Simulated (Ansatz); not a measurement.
Born–Oppenheimer molecular dynamics of H6N2OSi (10 atoms, charge 0, multiplicity 1). It starts from a relaxed structure.

Method: RKS PBE0-D4/STO-3G (Ansatz).

| Item | Value |
| --- | --- |
| ensemble | NVE (velocity Verlet) |
| time step | 1 fs |
| steps asked | 300 |
| starting velocities drawn for | 300 K |
| seed | 574423 |

First frame:

```xyz
10
Properties=species:S:1:pos:R:3
Si -0.022 -0.013 -0.059
O 0.229 -0.049 1.626
H -0.655 0.273 2.005
N 1.550 0.113 -0.830
H 1.982 -0.823 -0.985
H 2.237 0.632 -0.241
N -1.098 1.345 -0.372
H -1.482 1.304 -1.342
H -0.591 2.257 -0.333
H -0.669 -1.191 -0.601
```

Question: How far do the bonds stretch over the last three quarters of this one trajectory? (Pairs bonded in most of those frames.)

Answer: 
| bond | mean (Å) | spread (Å) | shortest | longest |
| --- | --- | --- | --- | --- |
| Si1–O2 | 1.706 | 0.011 | 1.69 | 1.73 |
| Si1–N4 | 1.764 | 0.021 | 1.73 | 1.81 |
| Si1–N7 | 1.760 | 0.028 | 1.71 | 1.84 |
| Si1–H10 | 1.451 | 0.015 | 1.43 | 1.47 |
| O2–H3 | 1.015 | 0.013 | 1.00 | 1.04 |
| N4–H5 | 1.046 | 0.015 | 1.01 | 1.09 |
| N4–H6 | 1.046 | 0.013 | 1.02 | 1.08 |
| N7–H8 | 1.044 | 0.011 | 1.02 | 1.07 |
| N7–H9 | 1.044 | 0.011 | 1.02 | 1.07 |

Mean temperature of the second half: 143 K. The conserved energy stayed within 0.64 meV per atom of its start (net change 0.4 meV per atom), so the integration is sound. Over the second half the temperature averaged 0.48 of the 300 K drawn at the start: a run that starts near a minimum puts about half its kinetic energy into the potential. A run of 0.3 ps of so small a system gives no equilibrium averages. Limits of this set-up: minimal basis.

Run time: 7.5 min on 1 thread of Intel(R) Xeon(R) CPU @ 2.60GHz (Ice Lake), on a shared host, peak memory 0.11 GiB.
